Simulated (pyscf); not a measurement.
Single points on ωB97X-D3(BJ)/def2-SVP structures (PySCF, gas phase).

Problem. How much does it cost (ΔH, 298 K, ωB97M-D3(BJ)/def2-TZVP) to split H₃C–C(CH₃)(CH₃)–O–Sb(OH)–OH at its O–Sb bond into H₃C–C(CH₃)(CH₃)–O• + HO–Sb•–OH?

Solution. O–Sb to H₃C–C(CH₃)(CH₃)–O• + HO–Sb•–OH: 76.3 kcal/mol. The 7 functionals that were run give +72.3 (PBE) to +79.8 kcal/mol (ωB97X-D3(BJ)/def2-TZVP). H₃C–C(CH₃)(CH₃)–O• lies 6.9 kcal/mol over its isomer H₃C–CH₂–C•(CH₃)–OH (electronic energy, ωB97M-D3(BJ)/def2-TZVP). Other isomers of HO–Sb•–OH were not searched in full and may lie lower. Elements past Kr carry the def2 core potentials, without spin-orbit coupling.
